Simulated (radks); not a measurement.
N4+, 3 electrons, occupied as [He] 2s1.

Method: scalar-relativistic Kohn-Sham, revPBE, spin-unpolarised, spherical densities, finite nucleus; Fermi nuclear charge, rms radius 2.5582 fm; without spin polarisation the odd electron is poorly described; computed with a radial shooting solver on a logarithmic mesh with Libxc functionals.

Energy parts (eV):
| part | energy |
|---|---|
| total | -1316.063 |
| kinetic | 1315.953 |
| electron-nucleus | -2806.470 |
| Hartree | 301.715 |
| exchange-correlation | -127.261 |

Orbitals (lengths in bohr, moments of r in powers of bohr):
\begin{tabular}{lrrr}
orbital & occ. & eigenvalue (eV) & <1/r> \\ \hline
1s & 2 & -480.2025 & 6.674 \\
2s & 1 & -87.5654 & 1.385 \\
\end{tabular}

The highest occupied level is 2s at -87.565 eV. The electron density at the nucleus is 211.5 e/bohr^3 (large components only). Summed over all electrons, <r^2> = 1.442 bohr^2, which gives a Langevin (diamagnetic) susceptibility term of -1.14 x 10^-6 cm^3/mol. The density falls to 0.001 e/bohr^3 at r = 2.16 bohr.
